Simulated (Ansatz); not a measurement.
**Question.** Name a neutral molecule of N, P, S, Si and H with size of the dipole moment (PBE/def2-TZVPP) between 1.55 and 1.85 D and HOMO–LUMO gap (B3LYP/def2-TZVPP) between 6.40 and 6.70 eV (Ansatz, PBE0-D4/def2-TZVP geometry).

**Answer.** `NPS[SiH3]` (1.74 D, 6.47 eV). Other molecules can fit too; these were computed, each in one conformer that needn't be the lowest.

B3LYP here is the variant with VWN-RPA as its local correlation; programs differ in this.
